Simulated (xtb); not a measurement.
A run for xtb: GFN1-xTB on AlH5Si (SMILES [AlH2][SiH3]), a point of a torsion scan.

```
$ xtb mol.xyz --gfn 1 --sp --chrg 0 --uhf 0
7

Al     1.38227096     0.08304234     0.00249111
Si    -1.03303307    -0.08145563     0.00812355
H      2.40578968    -1.10207268    -0.01204374
H      2.19426623     1.42326923     0.01049643
H     -1.62469554    -0.80249440     1.15940003
H     -1.63268787    -0.75059347    -1.16999799
H     -1.69282287     1.24591319     0.04029779
```

### Question
Give the final energy of this run.

### Answer
-5.8042 hartree.
